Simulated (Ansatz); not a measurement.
`[CH3][Zr]([CH3])([OH])[OH]` + H–F → `[CH3][Zr]([OH])([OH])[F]` + CH₄  (ligand exchange at a Zr–C bond)

Program: Ansatz. Geometries: PBE0-D4/def2-TZVP. ΔE: electronic, gas phase. CCSD(T)/CBS is the MP2 limit (def2-TZVPP, def2-QZVPP) plus CCSD(T) − MP2 in def2-TZVPP, frozen cores. This one scheme is used for every species. Functionals use def2-TZVPP. B3LYP here is the variant with VWN-RPA as its local correlation; programs differ in this. def2 core potentials past Kr. For Zr outer-core shells are correlated without core-valence functions, which leaves a few kJ/mol of doubt a bond. Each species was taken in one conformer, which may not be the lowest.

```
           level  ΔE (kJ/mol)  difference from CCSD(T)/CBS
     LDA (SPW92)       -236.7                         -4.9
          PBE-D4       -238.1                         -6.3
         BLYP-D4       -246.7                        -14.9
        B3LYP-D4       -244.8                        -13.0
        BHLYP-D4       -245.6                        -13.8
         ωB97X-V       -247.2                        -15.4
          B2PLYP       -247.3                        -15.5
          revPBE       -243.0                        -11.2
          r2SCAN       -248.1                        -16.3
            PBE0       -239.1                         -7.3
           B3LYP       -250.9                        -19.1
         r2SCAN0       -243.1                        -11.3
CCSD(T)/def2-SVP       -263.2                        -31.4
   HF/def2-TZVPP       -254.5                        -22.7
   HF/def2-QZVPP       -255.2                        -23.4
  MP2/def2-QZVPP       -232.5                         -0.7
     CCSD(T)/CBS       -231.8                            0
```

(1) What do rigid-rotor, harmonic-oscillator terms from PBE0-D4/def2-TZVP frequencies (298.15 K, 1 bar) make of the CCSD(T)/CBS value? (Best estimate.)

Largest T1 diagnostic among the species: 0.016.

Results:

(1) Computed: ΔZPE = +9.1 kJ/mol, ΔH = -225.4 kJ/mol, ΔS = -13 J/(mol·K), ΔG = -221.6 kJ/mol.

The D4 term adds +6.1 kJ/mol with B3LYP and +3.6 kJ/mol with PBE0; it sums over pairs of atoms, weighted by their polarisabilities, and B3LYP, whose exchange is more repulsive, gets the larger term. From r2SCAN to r2SCAN0 (25 % exact exchange), in def2-TZVPP and without D4, ΔE moves by +5.0 kJ/mol. At CCSD(T), def2-SVP lies −31.4 kJ/mol from the extrapolated value and def2-TZVPP −1.7 kJ/mol.

CCSD(T)/CBS has its own doubt, a few kJ/mol and more with outer-core shells, so smaller differences from it don't rank the levels.
